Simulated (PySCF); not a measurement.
SMILES C=C/C=C\c1ccco1, GFN2-xTB optimised geometry.

```
17

C     -3.28    -0.66     0.00
C     -1.96    -0.53     0.00
C     -1.07    -1.67     0.00
C      0.28    -1.64     0.00
C      1.15    -0.50     0.00
C      2.53    -0.50     0.00
C      2.94     0.85     0.00
C      1.79     1.58     0.00
O      0.71     0.78     0.00
H     -3.76    -1.63     0.00
H     -3.94     0.19     0.00
H     -1.51     0.45     0.00
H     -1.55    -2.64     0.00
H      0.81    -2.58     0.00
H      3.17    -1.37     0.00
H      3.94     1.22     0.00
H      1.61     2.64     0.00
```

Density from PySCF with PBE/def2-SVP at that geometry.

Minimum of the electron density along straight lines between bonded atoms, close to the bond critical point (lines longer than 1.1 times the sum of covalent radii, or with two minima, are not listed):

| bond | length / Å | ρ at the minimum / e bohr⁻³ | ∇²ρ there / e bohr⁻⁵ | position (fraction from the first atom) |
|---|---|---|---|---|
| C1–C2 | 1.332 | 0.337 | -0.88 | 0.50 |
| C2–C3 | 1.439 | 0.281 | -0.67 | 0.50 |
| C3–C4 | 1.347 | 0.327 | -0.83 | 0.50 |
| C4–C5 | 1.434 | 0.282 | -0.67 | 0.49 |
| C5–C6 | 1.379 | 0.316 | -0.77 | 0.51 |
| C6–C7 | 1.409 | 0.292 | -0.67 | 0.50 |
| C7–C8 | 1.362 | 0.323 | -0.80 | 0.48 |
| C5–O9 | 1.355 | 0.283 | [?] | 0.33 |
| C8–O9 | 1.341 | 0.291 | [?] | 0.33 |
| C1–H10 | 1.078 | 0.280 | -1.05 | 0.63 |
| C1–H11 | 1.076 | 0.281 | -1.06 | 0.64 |
| C2–H12 | 1.079 | 0.284 | -1.09 | 0.64 |
| C3–H13 | 1.083 | 0.279 | -1.03 | 0.63 |
| C4–H14 | 1.082 | 0.280 | -1.04 | 0.63 |
| C6–H15 | 1.071 | 0.283 | -1.08 | 0.64 |
| C7–H16 | 1.071 | 0.283 | -1.08 | 0.64 |
| C8–H17 | 1.072 | 0.288 | -1.14 | 0.65 |

**Question.** Some entries are withheld; supply them.

**Answer.** 
- C5–O9, ∇²ρ there / e bohr⁻⁵: -0.08
- C8–O9, ∇²ρ there / e bohr⁻⁵: 0.03
